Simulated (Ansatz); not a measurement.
Geometry optimisation, RKS PBE/def2-SVP (Ansatz).

The input (input.yaml):

```yaml
crystal:
  periodic: [false, false, false]
  atoms:
    - { symbol: Ga, position_ang: [0.0, 0.0, 0.0] }
    - { symbol: H, position_ang: [0.0, 0.0, 1.57] }
    - { symbol: H, position_ang: [1.3596, 0.0, -0.785] }
    - { symbol: C, position_ang: [-1.7147, 0.0, -0.99] }
    - { symbol: H, position_ang: [-2.2748, -0.9305, -0.7608] }
    - { symbol: H, position_ang: [-2.3188, 0.8797, -0.6846] }
    - { symbol: H, position_ang: [-1.513, 0.0508, -2.0803] }
basis:
  gaussian: { orbitals: def2-SVP }
hamiltonian:
  xc: pbe
relax:
  f_tol: 0.02
  max_steps: 40
```

Command:

```bash
$ ansatz run input.yaml --threads 1 --pin off --max-ram 2048MiB --backend cpu --events-out ev --progress --plain --runs-dir out
```

**Question.** Where does it end, and by what steps?

**Answer.** The run converged. After 3 steps the energy has fallen by 0.013 eV; H7 moved furthest, 0.06 Å.

| step | energy less start (eV) | largest force component (eV/Å) | accepted |
| --- | --- | --- | --- |
| 0 | 0.0000 | 0.310 | yes |
| 1 | -0.0121 | 0.122 | yes |
| 2 | -0.0131 | 0.040 | yes |
| 3 | -0.0132 | 0.007 | yes |

```xyz
7
Properties=species:S:1:pos:R:3
Ga 0.010 0.001 -0.009
H -0.006 -0.002 1.579
H 1.407 -0.002 -0.762
C -1.702 0.004 -1.003
H -2.277 -0.913 -0.754
H -2.327 0.863 -0.681
H -1.567 0.050 -2.101
```

Whether the end is a true minimum wasn't checked by a vibrational analysis.

Run time: 7.4 s on 1 thread of Arm Neoverse V2, on a shared host, peak memory 0.12 GiB.
